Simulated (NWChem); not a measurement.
System: AgF; SMILES [F][Ag]

Here is an NWChem input.

```
start job
memory heap 200 mb stack 900 mb global 1100 mb
geometry units angstroms noautoz
  Ag     0.000000     0.000000    -0.324159
  F      0.000000     0.000000     1.661694
end
basis spherical
  * library def2-svp
end
ecp
  Ag library def2-ecp
end
dft
  xc xpbe96 cpbe96
  grid xfine
  iterations 150
  mulliken
end
task dft gradient
```

Parts of the log:

```
             Northwest Computational Chemistry Package (NWChem) 7.3.0
             --------------------------------------------------------

 ORDER OF PRIMARY AXIS IS BEING SET TO 4
 C4V symmetry detected

                             Geometry "geometry" -> ""
                             -------------------------

 Output coordinates in angstroms (scale by  1.889725989 to convert to a.u.)

  No.       Tag          Charge          X              Y              Z
 ---- ---------------- ---------- -------------- -------------- --------------
    1 Ag                  47.0000     0.00000000     0.00000000    -0.31915495
    2 F                    9.0000     0.00000000     0.00000000     1.66669805

 Effective nuclear repulsion energy (a.u.)     112.7183010660

      Symmetry information
      --------------------

 Group name             C4v
 Group number             18
 Group order               8
 No. of unique centers     2

 Summary of "ao basis" -> "ao basis" (spherical)
 ------------------------------------------------------------------------------
       Tag                 Description            Shells   Functions and Types
 ---------------- ------------------------------  ------  ---------------------
 Ag                         def2-svp                11       31   5s3p2d1f
 F                          def2-svp                 6       14   3s2p1d

      Symmetry analysis of basis
      --------------------------

        a1         17
        a2          0
        b1          4
        b2          4
        e          20

            General Information
            -------------------
          SCF calculation type: DFT
          Wavefunction type:  closed shell.
          No. of atoms     :     2
          No. of electrons :    28
           Alpha electrons :    14
            Beta electrons :    14
          Charge           :     0
          Spin multiplicity:     1
          Use of symmetry is: on ; symmetry adaption is: on
          Maximum number of iterations: 150
          AO basis - number of functions:    45
                     number of shells:    17
          Convergence on energy requested:  1.00D-06
          Convergence on density requested:  1.00D-05
          Convergence on gradient requested:  5.00D-04

              XC Information
              --------------
          PerdewBurkeErnzerhof Exchange Functional  1.000
            Perdew 1991 LDA Correlation Functional  1.000 local
           PerdewBurkeErnz. Correlation Functional  1.000 non-local

             Grid Information
             ----------------
          Grid used for XC integration:  xfine
          Radial quadrature: Mura-Knowles
          Angular quadrature: Lebedev.
          Tag              B.-S. Rad. Rad. Pts. Rad. Cut. Ang. Pts.
          ---              ---------- --------- --------- ---------
          Ag                  1.60      205           9.0      1454
          F                   0.50      100           8.0      1454
          Grid pruning is: on
          Number of quadrature shells:   305
          Spatial weights used:  Erf1

      Superposition of Atomic Density Guess
      -------------------------------------

 Sum of atomic energies:        -266.94905136

      Non-variational initial energy
      ------------------------------

 Total energy =    -244.810186
 1-e energy   =    -488.518008
 2-e energy   =     198.140850
 HOMO         =      -0.524939
 LUMO         =      -0.214787

      Symmetry analysis of molecular orbitals - initial
      -------------------------------------------------

 !! scf_movecs_sym_adapt:    8 vectors were symmetry contaminated

  Symmetry fudging

 !! scf_movecs_sym_adapt:    4 vectors were symmetry contaminated

  Numbering of irreducible representations:

     1 a1          2 a2          3 b1          4 b2          5 e

  Orbital symmetries:

     1 a1          2 a1          3 a1          4 e           5 e
     6 a1          7 a1          8 e           9 e          10 b1
    11 b2         12 e          13 e          14 a1         15 a1
    16 e          17 e          18 a1         19 a1         20 e
    21 e          22 a1         23 b1         24 b2

     ---------------------------------------------
      Total Density - Mulliken Population Analysis
     ---------------------------------------------

    Atom       Charge   Shell Charges
 -----------   ------   -------------------------------------------------------
    1 Ag  19    18.22  -0.47  1.64  0.83  0.17  0.01  5.98  0.06  0.02  9.40  0.59  0.00
    2 F    9     9.78   1.99  1.15  0.82  3.57  2.25  0.00

   convergence    iter        energy       DeltaE   RMS-Dens  Diis-err
 ---------------- ----- ----------------- --------- --------- ---------
 d= 0,ls=0.0,diis     1   -246.4754980861 -2.92D+02  7.97D-02  9.11D-01
 d= 0,ls=0.0,diis     2   -240.7297544789  5.75D+00  6.38D-02  4.38D+01
 d= 0,ls=0.0,diis     3   -246.4791565332 -5.75D+00  1.95D-02  1.17D+00
 d= 0,ls=0.0,diis     4   -246.5697758098 -9.06D-02  9.71D-03  4.29D-01
 d= 0,ls=0.0,diis     5   -246.6153534672 -4.56D-02  1.12D-03  4.62D-03
  Resetting Diis
 d= 0,ls=0.0,diis     6   -246.6158850992 -5.32D-04  2.80D-04  4.08D-04
 d= 0,ls=0.0,diis     7   -246.6159173226 -3.22D-05  2.20D-04  1.25D-05
 d= 0,ls=0.0,diis     8   -246.6159050586  1.23D-05  2.01D-04  1.28D-04

 !! scf_movecs_sym_adapt:    2 vectors were symmetry contaminated

  Symmetry fudging
 d= 0,ls=0.0,diis     9   -246.6159182562 -1.32D-05  3.93D-05  3.32D-06
 d= 0,ls=0.0,diis    10   -246.6159185771 -3.21D-07  8.85D-06  2.49D-07

         Total DFT energy =     -246.615918577144
      One electron energy =     -491.919336586434
           Coulomb energy =      224.238506461779
    Exchange-Corr. energy =      -24.502061223862
 Nuclear repulsion energy =       45.566972771373

 Numeric. integr. density =       27.999999910441

                  Occupations of the irreducible representations
                  ----------------------------------------------

                     irrep           alpha         beta
                     --------     --------     --------
                     a1                6.0          6.0
                     a2                0.0          0.0
                     b1                1.0          1.0
                     b2                1.0          1.0
                     e                 6.0          6.0

                       DFT Final Molecular Orbital Analysis
                       ------------------------------------

 Vector   12  Occ=2.000000D+00  E=-2.383707D-01  Symmetry=a1
              MO Center=  1.6D-14,  1.3D-16,  4.7D-01, r^2= 1.9D+00
   Bfn.  Coefficient  Atom+Function         Bfn.  Coefficient  Atom+Function
  ----- ------------  ---------------      ----- ------------  ---------------
    17      0.593321  1 Ag d  0               4     -0.458500  1 Ag s
    37     -0.418080  2 F  pz                40      0.300950  2 F  pz
     2      0.247023  1 Ag s                 22      0.140724  1 Ag d  0
     1     -0.114083  1 Ag s                  3      0.090878  1 Ag s
     8      0.081721  1 Ag pz                11     -0.073107  1 Ag pz

 Vector   13  Occ=2.000000D+00  E=-2.281008D-01  Symmetry=e
              MO Center= -3.3D-16,  1.6D-15,  1.3D+00, r^2= 1.3D+00
   Bfn.  Coefficient  Atom+Function         Bfn.  Coefficient  Atom+Function
  ----- ------------  ---------------      ----- ------------  ---------------
    36      0.594622  2 F  py                39     -0.423955  2 F  py
    16      0.407233  1 Ag d -1              35     -0.104133  2 F  px
    13     -0.100500  1 Ag py                38      0.074245  2 F  px
    10     -0.072469  1 Ag py                18      0.071317  1 Ag d  1
     7      0.060123  1 Ag py                21      0.043171  1 Ag d -1

 Vector   14  Occ=2.000000D+00  E=-2.281008D-01  Symmetry=e
              MO Center=  1.5D-16, -5.0D-15,  1.3D+00, r^2= 1.3D+00
   Bfn.  Coefficient  Atom+Function         Bfn.  Coefficient  Atom+Function
  ----- ------------  ---------------      ----- ------------  ---------------
    35      0.594622  2 F  px                38     -0.423955  2 F  px
    18     -0.407233  1 Ag d  1              36      0.104133  2 F  py
    12     -0.100500  1 Ag px                39     -0.074245  2 F  py
     9     -0.072469  1 Ag px                16      0.071317  1 Ag d -1
     6      0.060123  1 Ag px                23     -0.043171  1 Ag d  1

 Vector   15  Occ=0.000000D+00  E=-1.475349D-01  Symmetry=a1
              MO Center=  3.8D-15,  2.2D-15, -7.6D-01, r^2= 3.5D+00
   Bfn.  Coefficient  Atom+Function         Bfn.  Coefficient  Atom+Function
  ----- ------------  ---------------      ----- ------------  ---------------
     4      0.617502  1 Ag s                  5      0.387167  1 Ag s
     2     -0.336761  1 Ag s                 37     -0.264336  2 F  pz
    11     -0.207244  1 Ag pz                40      0.207214  2 F  pz
    17      0.198712  1 Ag d  0              14     -0.195140  1 Ag pz
     8      0.161715  1 Ag pz                 3     -0.158991  1 Ag s

 Vector   16  Occ=0.000000D+00  E=-1.736042D-02  Symmetry=e
              MO Center=  3.9D-13,  1.2D-14, -3.5D-01, r^2= 7.2D+00
   Bfn.  Coefficient  Atom+Function         Bfn.  Coefficient  Atom+Function
  ----- ------------  ---------------      ----- ------------  ---------------
    13      0.871459  1 Ag py                10      0.246046  1 Ag py
     7     -0.210134  1 Ag py                36      0.148435  2 F  py
    39     -0.120799  2 F  py                16      0.085820  1 Ag d -1
    12      0.055421  1 Ag px                21     -0.051628  1 Ag d -1

 Vector   17  Occ=0.000000D+00  E=-1.736042D-02  Symmetry=e
              MO Center=  1.5D-15, -3.3D-16, -3.5D-01, r^2= 7.2D+00
   Bfn.  Coefficient  Atom+Function         Bfn.  Coefficient  Atom+Function
  ----- ------------  ---------------      ----- ------------  ---------------
    12      0.871459  1 Ag px                 9      0.246046  1 Ag px
     6     -0.210134  1 Ag px                35      0.148435  2 F  px
    38     -0.120799  2 F  px                18     -0.085820  1 Ag d  1
    13     -0.055421  1 Ag py                23      0.051628  1 Ag d  1

     ---------------------------------------------
      Total Density - Mulliken Population Analysis
     ---------------------------------------------

    Atom       Charge   Shell Charges
 -----------   ------   -------------------------------------------------------
    1 Ag  19    18.62  -0.49  1.70  0.79  0.47  0.01  5.98  0.12  0.11  8.90  1.04  0.00
    2 F    9     9.38   1.99  1.13  0.84  3.28  2.14  0.00

     -------------------------------------------
      Total Density - Lowdin Population Analysis
     -------------------------------------------

    Atom       Charge   Shell Charges
 -----------   ------   -------------------------------------------------------
    1 Ag  19    18.75   0.00  0.93  1.00  0.41  0.13  5.60  0.51  0.15  8.58  1.42  0.00
    2 F    9     9.25   1.98  1.04  0.82  3.17  2.24  0.00

     Multipole analysis of the density
     ---------------------------------

     L   x y z        total         alpha         beta         nuclear
     -   - - -        -----         -----         ----         -------
     0   0 0 0     -0.000000    -14.000000    -14.000000     28.000000

     1   1 0 0     -0.000000     -0.000000     -0.000000      0.000000
     1   0 1 0     -0.000000     -0.000000     -0.000000      0.000000
     1   0 0 1     -1.795208     -9.341220     -9.341220     16.887231

     2   2 0 0    -17.441217     -8.720608     -8.720608      0.000000
     2   1 1 0     -0.000000     -0.000000     -0.000000      0.000000
     2   1 0 1      0.000000      0.000000      0.000000      0.000000
     2   0 2 0    -17.441217     -8.720608     -8.720608      0.000000
     2   0 1 1      0.000000      0.000000      0.000000      0.000000
     2   0 0 2    -19.898521    -58.044853    -58.044853     96.191186

            General Information
            -------------------
          SCF calculation type: DFT
          Wavefunction type:  closed shell.
          No. of atoms     :     2
          No. of electrons :    28
           Alpha electrons :    14
            Beta electrons :    14
          Charge           :     0
          Spin multiplicity:     1
          Use of symmetry is: on ; symmetry adaption is: on
          Maximum number of iterations: 150
          AO basis - number of functions:    45
                     number of shells:    17
          Convergence on energy requested:  1.00D-06
          Convergence on density requested:  1.00D-05
          Convergence on gradient requested:  5.00D-04

              XC Information
              --------------
          PerdewBurkeErnzerhof Exchange Functional  1.000
            Perdew 1991 LDA Correlation Functional  1.000 local
           PerdewBurkeErnz. Correlation Functional  1.000 non-local

             Grid Information
             ----------------
          Grid used for XC integration:  xfine
          Radial quadrature: Mura-Knowles
          Angular quadrature: Lebedev.
          Tag              B.-S. Rad. Rad. Pts. Rad. Cut. Ang. Pts.
          ---              ---------- --------- --------- ---------
          Ag                  1.60      205           9.0      1454
          F                   0.50      100           8.0      1454
          Grid pruning is: on
          Number of quadrature shells:   305
          Spatial weights used:  Erf1

          Convergence Information
          -----------------------
          Convergence aids based upon iterative change in
          total energy or number of iterations.
          Levelshifting, if invoked, occurs when the
          HOMO/LUMO gap drops below (HL_TOL):  1.00D-02
          DIIS, if invoked, will attempt to extrapolate
          using up to (NFOCK): 10 stored Fock matrices.

                    Damping( 0%)  Levelshifting(0.5)       DIIS
                  --------------- ------------------- ---------------
          dE  on:    start            ASAP                start
          dE off:    2 iters        150 iters           150 iters

                            NWChem DFT Gradient Module
                            --------------------------

  charge          =   0.00
  wavefunction    = closed shell

  Using symmetry

                         DFT ENERGY GRADIENTS

    atom               coordinates                        gradient
                 x          y          z           x          y          z
   1 Ag      0.000000   0.000000  -0.603115    0.000000   0.000000  -0.001979
   2 F       0.000000   0.000000   3.149603    0.000000   0.000000   0.001979
```

Level: PBE/def2-SVP with def2 effective core potentials on Ag. Structure relaxed at the PBE0-D3(BJ)/def2-TZVP level. def2 effective core potentials on Ag; no spin-orbit coupling.
